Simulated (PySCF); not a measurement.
wavenumber (cm⁻¹), absorption (km/mol per cm⁻¹) and a bar:
```
        0      0.004 
       22      0.004 
       43      0.005 
       65      0.006 
       86      0.008 
      108      0.011 
      129      0.015 
      151      0.024 
      172      0.049 #
      194      0.138 ##
      215      0.124 ##
      237      0.142 ##
      258      0.420 #######
      280      0.519 ########
      301      0.150 ##
      323      0.061 #
      344      0.033 
      366      0.021 
      387      0.014 
      409      0.011 
      430      0.008 
      452      0.007 
      474      0.006 
      495      0.005 
      517      0.005 
      538      0.004 
      560      0.004 
      581      0.004 
      603      0.004 
      624      0.004 
      646      0.004 
      667      0.004 
      689      0.004 
      710      0.004 
      732      0.005 
      753      0.005 
      775      0.005 
      796      0.006 
      818      0.007 
      839      0.008 
      861      0.009 
      883      0.011 
      904      0.013 
      926      0.017 
      947      0.021 
      969      0.029 
      990      0.041 #
     1012      0.063 #
     1033      0.108 ##
     1055      0.225 ####
     1076      0.654 ##########
     1098      1.883 ##############################
     1119      0.688 ###########
     1141      0.233 ####
     1162      0.111 ##
     1184      0.064 #
     1205      0.041 #
     1227      0.029 
     1248      0.021 
     1270      0.016
```

This is the computed harmonic infrared spectrum of doublet BrTaN, Lorentzian lines of 32 cm⁻¹ full width. Method: UPBE0/[Ta def2-TZVP with ECP60, N def2-TZVP, Br def2-TZVP], scalar-relativistic core potentials, density fitting, no spin–orbit coupling, PySCF.

Question: Which bands make it up, and how are they assigned?

Answer: In Cs symmetry, counting bands above 1 % of the strongest: 201 cm⁻¹ (a', bend, 6.6 km/mol); 271 cm⁻¹ (a', mixed, 34 km/mol); 1098 cm⁻¹ (a', stretch, 95 km/mol).

Only a few start shapes were tried, so a lower isomer may exist. Other spin states or occupations of the open shell can lie lower. With an element this heavy the missing spin–orbit coupling can shift these numbers.
